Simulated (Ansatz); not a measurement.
A search over several starts for the lowest SCF solution of the cluster Li5Br4 at the given spin, in a small basis.

```yaml
crystal:
  periodic: [false, false, false]
  atoms:
    - {symbol: Li, position_ang: [-0.583615, 3.733113, 0.577584]}
    - {symbol: Li, position_ang: [-1.420302, -0.254334, -0.210188]}
    - {symbol: Li, position_ang: [1.830179, -1.387731, -0.461478]}
    - {symbol: Li, position_ang: [-0.422689, -3.579603, 0.521753]}
    - {symbol: Li, position_ang: [0.946151, 1.726824, -0.756838]}
    - {symbol: Br, position_ang: [1.867745, -3.666003, 0.048878]}
    - {symbol: Br, position_ang: [1.724630, 3.600586, 0.525883]}
    - {symbol: Br, position_ang: [-2.343253, -2.260226, 0.601541]}
    - {symbol: Br, position_ang: [-1.598836, 2.087374, -0.847146]}
basis:
  gaussian: {orbitals: def2-SVP, initial_orbitals: start.molden}
magnetization: {spin_polarized: true, initial_magnetization: 1}
hamiltonian: {xc: pbe, dispersion: d4}
output: {orbitals: {seedname: orbitals}}
```

The file start.molden holds the orbitals of an earlier run on this structure, at another level or in another basis.

```sh
$ ansatz run in.yaml --threads 4 --pin off --events-out ev --progress --plain --max-ram 4787MiB
```

It prints (some lines left out):

```
Functional definition: PBE
2060 factors; their error is unknown
mean field evaluation 1: about -281141.5427 eV, gradient 7.5e-2 eV
mean field evaluation 2: about -281141.2744 eV, gradient 4.6e-4 eV
mean field evaluation 4: about -281141.2744 eV, gradient 8.4e-6 eV
mean field evaluation 8: about -281141.5413 eV, gradient 5.6e-1 eV
mean field evaluation 16: about -281141.2744 eV, gradient 1.0e-3 eV
mean field -281141.27441459 eV, -10331.7512703360 hartree, gradient 8.4e-6 eV, S^2 0.750370; 1 other end points of the search recorded, 0 dependent functions left out
reference -281141.27453669 eV, -10331.7512748232 hartree; 78, 77 occupied and 95, 96 virtual orbitals, 2060 factors
Total energy: -281141.48086199 eV, -10331.7588571380 hartree
```

Run time 11 s (4 threads of Arm Neoverse N1 on a shared host).

Another isomer (doublet) lies 0.55 eV lower at PBE0-D4/def2-TZVP; other spin states weren't run for this one.
